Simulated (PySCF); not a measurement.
Compound: H₉N₃Si₃.
Numbering: `[SiH3:1][NH:2][SiH:3]1[NH:4][SiH2:5][NH:6]1` (hydrogens: H7, H8, H9 on Si1; H10 on N2; H11 on Si3; H12 on N4; H13, H14 on Si5; H15 on N6)

Structure used (PBE0-D3(BJ)/def2-SVP), in Å, numbered top down from 1:
```xyz
15
H9N3Si3 angstrom
Si    -2.2928    0.3765    0.3632
N     -1.4520   -1.0958   -0.0517
Si     0.2670   -1.2683   -0.0593
N      1.1892   -0.2998   -1.1834
Si     2.0043    0.5953    0.0711
N      1.0583   -0.3494    1.1962
H     -3.6214    0.3819   -0.3236
H     -2.5434    0.5282    1.8317
H     -1.4859    1.5436   -0.0975
H     -2.0113   -1.9261   -0.2186
H      0.5156   -2.7381   -0.1303
H      1.1780   -0.2257   -2.1892
H      1.7576    2.0724    0.0918
H      3.4861    0.3979    0.1521
H      1.0599   -0.4292    2.2019
```

Level of theory: PySCF, TDDFT CAM-B3LYP/def2-SVPD, vertical, gas phase, core orbitals frozen in the response.

Transition dipole moments from the ground state, in atomic units and in the frame of the coordinates above (overall signs are arbitrary), for the states with f of 0.002 or more among the lowest 10:

| state | E (eV) | μx | μy | μz |
| --- | --- | --- | --- | --- |
| S1 | 6.133 | 0.422 | -0.297 | -0.049 |
| S3 | 6.615 | -0.036 | -0.024 | 0.285 |
| S5 | 7.256 | 0.112 | -0.102 | -0.070 |
| S6 | 7.356 | -0.511 | -0.006 | 0.245 |
| S8 | 7.663 | 0.441 | -0.210 | -0.003 |
| S9 | 7.698 | -0.122 | 0.046 | 0.182 |
| S10 | 7.736 | -0.355 | 0.055 | -0.268 |

What oscillator strength does each state have?

f = (2/3) ΔE |μ|² with ΔE in hartree (27.2114 eV).

| state | \|μ\|² (au) | \|μ\| (D) | f |
| --- | --- | --- | --- |
| S1 | 0.269 | 1.32 | 0.040 |
| S3 | 0.083 | 0.73 | 0.014 |
| S5 | 0.028 | 0.42 | 0.005 |
| S6 | 0.321 | 1.44 | 0.058 |
| S8 | 0.239 | 1.24 | 0.045 |
| S9 | 0.050 | 0.57 | 0.009 |
| S10 | 0.201 | 1.14 | 0.038 |

Which bond between heavy atoms lies closest to the direction of the S6 transition dipole?

N2–Si3, at 26° from it; next Si5–N6 at 39°.

What angle do the transition dipoles of S6 and S8 make?

|cos θ| = |μa·μb| / (|μa| |μb|) = 0.81, so θ ≈ 36° (taken between 0 and 90°, since the signs are arbitrary).

What peak molar absorption coefficient would the strongest computed level give as a lone Gaussian band 0.3 eV wide at half height?

ε(max) = 2.175×10⁸ f / FWHM, with the width in cm⁻¹. S6: 2.175×10⁸ × 0.0579 / 2420 ≈ 5200 L mol⁻¹ cm⁻¹.

The vertical ionisation energy (ΔSCF) is 9.13 eV, 1.39 eV above S10.

One conformer stands for the species.

Without π bonds the low states may be Rydberg-like; a valence basis with one diffuse set may place them up to an eV too high.
